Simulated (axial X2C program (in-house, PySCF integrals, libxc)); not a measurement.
Values are calculated unless marked as measured or tabulated.
## TiN⁺: input and output of an EOM-EE-CCSD run

Program: an in-house all-electron X2C program for linear molecules (integrals from PySCF).

Input and command:
```json
{"zs": [22, 7], "q": 1, "bas": ["dyall-acv3z", "dyall-av3z"], "r0": 1.77, "eom": "ee", "thr": -2.0, "nmax": 88}
```
```bash
python soeom.py task.json out
```

Keys: zs atomic numbers; q charge; bas basis sets; r0 starting distance in Å; eom kind of EOM run; thr threshold in hartree for freezing inner shells (an s shell follows its p shell); nmax most natural virtual spinors.

Output at R = 1.505 Å (near the PBE0 minimum at charge 1 of the determinant lowest at the starting distance; the state shown can have its own minimum elsewhere), reference TiN⁺:

```
two-component X2C + atomic mean field  HF
basis functions 182  fitting functions 986  grid points 5073
iter        total energy     max residual
   1       -906.704799197     1.09e-01
   2       -906.721153240     2.47e-02
   3       -906.715089357     3.47e-02
   4       -906.727144262     5.97e-03
   5       -906.727585262     2.02e-03
   6       -906.727844130     1.63e-03
   7       -906.728129065     8.14e-04
   8       -906.728254084     3.15e-04
   9       -906.728267308     1.26e-04
  10       -906.728268193     3.17e-05
  11       -906.728268275     7.14e-06
  12       -906.728268280     5.18e-06
  13       -906.728268281     4.33e-06
  14       -906.728268284     1.47e-06
  15       -906.728268284     4.07e-07
converged
one-electron -1342.96242146  Coulomb 430.02170631  exact exchange -47.74109952  xc functional 0.00000000  nuclear repulsion 54.14836577  atomic mean-field constant -0.19481938
correlated 16  virtual 300  natural virtual 88  E(MP2) -0.716914961  MP2 remainder -0.128623291
iter   CCSD correlation   residual
   1     -0.484270128   3.99e-01
   2     -0.534276834   2.61e-01
   3     -0.537980639   4.50e-02
   4     -0.540029819   2.10e-02
   5     -0.540562914   7.74e-03
   6     -0.540536499   2.37e-03
   7     -0.540473012   1.04e-03
   8     -0.540502528   4.82e-04
   9     -0.540513883   2.43e-04
  10     -0.540507978   1.29e-04
  11     -0.540510943   7.40e-05
  12     -0.540510899   3.18e-05
  13     -0.540510400   1.78e-05
  14     -0.540510592   1.16e-05
  15     -0.540510120   7.64e-06
  16     -0.540510393   3.76e-06
  17     -0.540510305   1.72e-06
  18     -0.540510320   7.97e-07
(T) -0.030504207  T1 0.0479  D1 0.0905  max T2 0.066
EOM-EE-CCSD roots
2*Omega      energy/Eh   energy/eV  one-particle weight
    0       0.10741517      2.9229      0.923
    0       0.10742062      2.9231      0.923
    0       0.12237898      3.3301      0.951
    0       0.14309201      3.8937      0.934
    0       0.15168528      4.1276      0.945
    2       0.07879506      2.1441      0.932
    2       0.10786160      2.9351      0.923
    2       0.12237730      3.3301      0.951
    2       0.12458798      3.3902      0.913
    4       0.07887765      2.1464      0.932
    4       0.09620357      2.6178      0.920
    4       0.10830934      2.9472      0.923
    6       0.07896168      2.1487      0.932
```
T1 in the output is the amplitude norm over the root of the electron number; divide by √2 for the Lee–Taylor value.

Reference electrons by ω block (each with its −ω partner): 1/2: 11, 3/2: 3. Root energies count from the CCSD energy of the reference. The reference has large amplitudes (orbital relaxation or multireference character). All roots sought are printed; those with a small one-particle weight need a further excitation, are placed far too high, and may in truth lie low or lowest. Inner shells are frozen, and levels at this size can be off by some tenths of an eV.
